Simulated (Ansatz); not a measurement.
`[CH3][GeH]([F])[SH]` → CH₄ + `[F][Ge][SH]` at 298.15 K and 1 bar (germylene formation by 1,1-elimination).

Computed with Ansatz on PBE0-D4/def2-TZVP structures; ΔE is electronic, products minus reactants. CCSD(T)/CBS adds triple-zeta CCSD(T) − MP2 to the extrapolated MP2 energy (def2 sets, frozen cores). This one scheme is used for every species. For Ge outer-core shells are correlated without core-valence functions, which leaves a few kJ/mol of doubt a bond. Scalar relativity is left out up to krypton. One conformer a species, not always the lowest.

```tsv
species	CCSD(T)/CBS energy (Eh)	H − E (kJ/mol)	S (J/(mol·K))
`[CH3][GeH]([F])[SH]`	-2614.81526	169.1	347.5
CH₄	-40.46206	127.4	186.2
`[F][Ge][SH]`	-2574.33845	43.8	295.9
```

H − E and S are ideal-gas, rigid-rotor, harmonic terms from PBE0-D4/def2-TZVP, for one conformer and one mirror image of each species. 1 Eh = 2625.50 kJ/mol, R = 8.31446 J/(mol·K).

Task: By hand: ΔE, ΔH, ΔS and ΔG.

Result: ΔE = (-40.46206) + (-2574.33845) − (-2614.81526) = 0.01475 Eh = 38.7 kJ/mol. Δ(H − E) = 127.4 + 43.8 − 169.1 = 2.1, so ΔH = 40.8 kJ/mol. ΔS = 186.2 + 295.9 − 347.5 = 134.6 J/(mol·K). ΔG = 40.8 − 298.15 × (134.6)/1000 = 0.7 kJ/mol.

Task: By hand: the equilibrium constant, and the temperature at which ΔG would vanish if ΔH and ΔS stayed fixed.

Result: log₁₀ K = −ΔG/(RT ln 10) = -0.1. ΔG = 0 at ΔH/ΔS = 303 K.

The number of gas molecules changes by +1, which sets the sign of ΔS. The sign of ΔG lies within the doubt. A doubt of 5 kJ/mol in ΔE shifts log₁₀ K by 0.9 here. Other conformers and mirror images would add mixing entropy, several J/(mol·K) or more a flexible species. These are equilibria of isolated gas molecules and say nothing of rates. Largest T1 diagnostic: 0.015 (customary marks: 0.02 for closed shells, 0.045 for open ones).
